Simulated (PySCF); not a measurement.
**TDDFT excited states: CH9B2P**

Species: CH9B2P.
Cartesian coordinates in Å at the PBE0-D3(BJ)/def2-SVP level; atoms count from 1:
```
atom  x, y, z in Å
B1     1.6485   -0.7919   -1.0563
P2     0.6825   -0.0700    0.4028
B3    -1.0322    0.7874   -0.2106
C4    -1.9969   -0.3307   -0.8527
H5     1.3904   -1.9050   -1.4330
H6     2.4098   -0.0802   -1.6573
H7     1.5278    0.8369    1.0815
H8     0.5141   -1.1017    1.3576
H9    -0.5963    1.6421   -0.9725
H10   -1.3868    1.2640    0.8628
H11   -2.2327   -1.1656   -0.1713
H12   -2.9596    0.1534   -1.0906
H13   -1.6244   -0.7624   -1.7963
```

Method: TDDFT PBE0/def2-SVPD, vertical, gas phase, core orbitals frozen in the response (PySCF 2.14.0, density-fitted response routines).

**Question.** What does the calculation give for the low-lying excited states?

**Answer.** 

| state | E (eV) | ν̃ (cm⁻¹) | f | main configurations (H = HOMO, L = LUMO) |
| --- | --- | --- | --- | --- |
| S1 | 4.02 | 32450 | 0.028 | H→L (86%), H-1→L (12%) |
| S2 | 4.23 | 34110 | 0.048 | H-1→L (84%), H→L (10%) |
| S3 | 4.60 | 37100 | 0.030 | H-2→L (95%) |
| S4 | 5.74 | 46270 | 0.0009 | H-4→L (63%), H-3→L (24%), H-5→L (11%) |
| S5 | 5.95 | 48000 | 0.016 | H-3→L (63%), H-4→L (20%), H-6→L (10%) |
| S6 | 6.78 | 54660 | 0.0016 | H-5→L (84%), H-4→L (14%) |
| S7 | 6.99 | 56380 | 0.0063 | H→L+1 (67%), H→L+2 (26%) |
| S8 | 7.00 | 56450 | 0.050 | H-6→L (80%), H-3→L (11%) |
| S9 | 7.08 | 57090 | 0.0019 | H→L+2 (67%), H→L+1 (24%) |
| S10 | 7.24 | 58360 | 0.010 | H-1→L+1 (74%), H-1→L+2 (20%) |

Triplets, Tamm–Dancoff:

```tsv
state	E (eV)	λ (nm)	main configurations (H = HOMO, L = LUMO)
T1	3.31	374.3	H→L (73%), H-1→L (19%)
T2	3.95	313.6	H-1→L (75%), H→L (22%)
T3	4.39	282.3	H-2→L (94%)
T4	4.99	248.5	H-4→L (67%), H-3→L (14%), H-5→L (14%)
```

The lowest singlet lies at 4.02 eV (308 nm, ultraviolet) and is weak; its leading configuration is HOMO→LUMO (86%). The strongest level in the table is S8 at 7.00 eV (177 nm, f = 0.050). S7/S8 lie within about 0.01 eV of each other. Löwdin shares by element: HOMO boron 30% or more, hydrogen 25% or more, phosphorus 13%, carbon 10% (atoms not listed hold the other 21%); LUMO boron 55% or more, hydrogen 17% or more, phosphorus 15%. Weighted by f, the mean energy of these states is 5.43 eV. Of the 10 states listed, 6 reach f = 0.01 and none stays under 0.0005. Orbital energies (eV): HOMO-3 -10.29, HOMO-2 -8.50, HOMO-1 -8.14, HOMO -7.91, LUMO -2.83, LUMO+1 0.19, LUMO+2 0.46. All these states lie below the vertical ionisation energy of 9.94 eV (ΔSCF). Only the lowest 10 singlets were computed, as vertical energies without vibronic structure.

Hardware: x86-64 server, one thread, no GPU (shared host). Cost: 3.0 min wall.

One conformer stands for the species.
